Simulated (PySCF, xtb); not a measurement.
Zn(Br)(OMe) (CH₃BrOZn), SMILES C[O][Zn][Br].

GFN2-xTB (xtb 6.7.1) at its own geometry gives an orbital gap of 3.12 eV and a dipole moment of 5.81 D.

The structure is a stationary point at PBE-D3(BJ)/def2-SVP. The structure was generated by enumeration; whether it is a known compound was not checked. The values are those of a single conformer.

Question: What does PySCF with M06-2X/def2-TZVP give? (The exact figures need the calculation; the answer reports its results.)

Answer: gap 8.39 eV (levels -9.24 and -0.85 eV), dipole 1.38 D.
